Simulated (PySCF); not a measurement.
**Question.** Give a PBE0-D3(BJ)/def2-SVP geometry of InChI=1S/C6H14BN/c1-8(2)7-6-4-3-5-6/h6-7H,3-5H2,1-2H3.

**Answer.** 
```xyz
22
C6H14BN angstrom
C      2.8951    0.5064    0.2706
N      1.6469   -0.2164    0.2215
C      1.8140   -1.6484    0.2853
B      0.4060    0.4226    0.1139
C     -0.9634   -0.3589    0.0149
C     -2.2918    0.4168   -0.1620
C     -2.7671   -0.6620   -1.1505
C     -1.3017   -1.1006   -1.3150
H      3.5557    0.2244   -0.5695
H      2.7048    1.5853    0.2169
H      3.4457    0.2933    1.2051
H      2.4232   -2.0176   -0.5595
H      0.8422   -2.1545    0.2510
H      2.3294   -1.9493    1.2154
H      0.4268    1.6375    0.0643
H     -1.0705   -1.0740    0.8516
H     -2.9038    0.6012    0.7345
H     -2.1216    1.3835   -0.6629
H     -3.3164   -0.3413   -2.0493
H     -3.3604   -1.4395   -0.6435
H     -1.0866   -2.1793   -1.3735
H     -0.8256   -0.6143   -2.1821
```

Any rigid rotation of these coordinates is as good. Atoms count from 1 in this order. B4 (three-coordinate boron) is planar (angles 123.2°, 120.4° and 116.4°, sum 360.0°, 0.01 Å off the plane of its three neighbours). The 4-membered ring C5–C6–C7–C8 has internal angles of 87.4° to 89.3° (sum 354°, against 360° for a flat polygon); it is puckered, 0.12 Å rms from its mean plane, widest ring torsion 18°. N2 (boron-bound nitrogen) is planar (angles 124.0°, 122.7° and 113.3°, sum 360.0°, 0.00 Å off the plane of its three neighbours). Of the pairs four or more bonds apart, C5···H13 is among the closest relative to their van der Waals radii: 2.56 Å, 88 % of the sum of Bondi's values.

Bonds between heavy atoms (Å): C1–N2 1.443, N2–C3 1.443, N2–B4 1.400, B4–C5 1.580, C5–C6 1.548, C6–C7 1.538, C7–C8 1.538, C5–C8 1.560.

The calculation used PBE0-D3(BJ)/def2-SVP geometry optimisation, gas phase (PySCF 2.14.0).

Point group: C1 (no symmetry element, even within 0.4 Å). No frequency check. The numbers are those of one conformer (N2–B4–C5–C6 -177°, B4–C5–C6–C7 140°, C5–C6–C7–C8 -18°, C6–C7–C8–C5 18°, B4–C5–C8–C7 -141°).

Rough CPU time on one thread of a shared machine: about 4 min. This is the geometry optimisation.
